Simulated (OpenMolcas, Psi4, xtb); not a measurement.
**Si5H12 (SMILES [SiH3][Si]([SiH3])([SiH3])[SiH3]): methods side by side**

Si5H12 has 17 atoms, charge 0, and is taken as a singlet. As SMILES, `[SiH3][Si]([SiH3])([SiH3])[SiH3]`. Geometry: relaxed at PBE0-D4/def2-TZVP.

Each level gives the vertical energy of the triplet above the singlet (eV). The values are calculated.

```json
{"level": "GFN2-xTB", "kind": "semi-empirical", "program": "xtb", "value (eV)": "3.84", "CPU time (all runs)": "under 2 s"}
{"level": "GFN0-xTB", "kind": "semi-empirical", "program": "xtb", "value (eV)": "2.54", "CPU time (all runs)": "under 2 s"}
{"level": "GFN1-xTB", "kind": "semi-empirical", "program": "xtb", "value (eV)": "3.66", "CPU time (all runs)": "under 2 s"}
{"level": "HF/6-31G* (spherical functions)", "kind": "Hartree–Fock", "program": "OpenMolcas", "value (eV)": "6.63", "CPU time (all runs)": "4.6 min"}
{"level": "SVWN5/6-31G* (spherical functions)", "kind": "LDA", "program": "OpenMolcas", "value (eV)": "5.79", "CPU time (all runs)": "4.4 min"}
{"level": "BLYP/6-31G* (spherical functions)", "kind": "GGA", "program": "OpenMolcas", "value (eV)": "5.86", "CPU time (all runs)": "6.9 min"}
{"level": "revPBE/6-31G* (spherical functions)", "kind": "GGA", "program": "OpenMolcas", "value (eV)": "5.79", "CPU time (all runs)": "6.3 min"}
{"level": "TPSS/6-31G* (spherical functions)", "kind": "meta-GGA", "program": "OpenMolcas", "value (eV)": "5.94", "CPU time (all runs)": "8.7 min"}
{"level": "MP2/6-31G* (spherical functions)", "kind": "perturbation theory", "program": "Psi4", "value (eV)": "6.64", "CPU time (all runs)": "5.3 min"}
```

The values span 2.54 to 6.64 eV. The xTB rows lack spin polarisation, so open shells miss the exchange term that lowers them. A triplet this far above the singlet is often a Rydberg-like or dissociative state; sets without diffuse functions put Rydberg states too high. CPU times are rough (shared hosts, several kinds of processor): they show what a rung costs within a factor of a few.
